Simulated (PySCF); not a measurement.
**Si (silicon, neutral) across methods**

[Ne] 3s1 3p3, high-spin 5S determinant (an excited configuration). Calculation: PySCF 2.14, in aug-cc-pCVQZ-DK (10s9p7d5f3g, 134 functions); the spin-free X2C one-electron Hamiltonian (Gaussian nucleus).

```json
{"method": "r2SCAN0", "E (hartree)": "-289.8189", "mean ε 2p β (eV)": "-102.54", "mean ε 3s α (eV)": "-14.853", "mean ε 3p α (eV)": "-6.733", "Σ⟨r²⟩ (bohr²)": "32.14", "⟨S²⟩": "6.000"}
{"method": "r2SCAN", "E (hartree)": "-289.8243", "mean ε 2p β (eV)": "-97.805", "mean ε 3s α (eV)": "-13.178", "mean ε 3p α (eV)": "-5.746", "Σ⟨r²⟩ (bohr²)": "32.19", "⟨S²⟩": "6.000"}
{"method": "PBE0", "E (hartree)": "-289.7169", "mean ε 2p β (eV)": "-101.13", "mean ε 3s α (eV)": "-14.407", "mean ε 3p α (eV)": "-6.546", "Σ⟨r²⟩ (bohr²)": "32.33", "⟨S²⟩": "6.000"}
{"method": "LDA", "E (hartree)": "-288.6614", "mean ε 2p β (eV)": "-95.967", "mean ε 3s α (eV)": "-12.461", "mean ε 3p α (eV)": "-5.458", "Σ⟨r²⟩ (bohr²)": "32.80", "⟨S²⟩": "6.000"}
{"method": "TPSS", "E (hartree)": "-289.8510", "mean ε 2p β (eV)": "-96.346", "mean ε 3s α (eV)": "-12.645", "mean ε 3p α (eV)": "-5.479", "Σ⟨r²⟩ (bohr²)": "32.39", "⟨S²⟩": "6.000"}
{"method": "PBE", "E (hartree)": "-289.6874", "mean ε 2p β (eV)": "-95.852", "mean ε 3s α (eV)": "-12.476", "mean ε 3p α (eV)": "-5.446", "Σ⟨r²⟩ (bohr²)": "32.61", "⟨S²⟩": "6.000"}
{"method": "UHF", "E (hartree)": "-289.36381", "mean ε 2p β (eV)": "-115.90", "mean ε 3s α (eV)": "-19.726", "mean ε 3p α (eV)": "-9.467", "Σ⟨r²⟩ (bohr²)": "32.37", "⟨S²⟩": "6.000"}
{"method": "M06", "E (hartree)": "-289.8076", "mean ε 2p β (eV)": "-101.69", "mean ε 3s α (eV)": "-13.886", "mean ε 3p α (eV)": "-6.159", "Σ⟨r²⟩ (bohr²)": "32.41", "⟨S²⟩": "6.000"}
```
